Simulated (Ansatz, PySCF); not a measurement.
This triplet is an excited state, 1.09 eV above the relaxed singlet at the level frozen-core CCSD(T)/cc-pVTZ // B3LYP-D3(BJ)/def2-TZVP (Ansatz, a quantum-chemistry and plane-wave program).

Cartesian coordinates (Å):
SMILES: [Ge]([SiH3])[Cl]
```xyz
6

Si    -0.7836     0.0709    -0.0482
Ge     1.4506    -0.4152    -0.8934
Cl     2.9558    -0.1237     0.6793
H     -1.1045    -0.8434     1.0709
H     -0.8523     1.4797     0.4011
H     -1.6659    -0.1683    -1.2098
```
Charge 0, spin multiplicity 3.

Q: Estimate the total energy, highest occupied spin orbital and dipole moment that PySCF with PBE-D3(BJ)/def2-TZVP // B3LYP-D3(BJ)/def2-TZVP returns for this input.

A: 
```json
{
 "total_energy": "-2827.8465 Ha",
 "highest_occupied_spin_orbital": "-4.32 eV",
 "dipole_moment": "2.16 D"
}
```
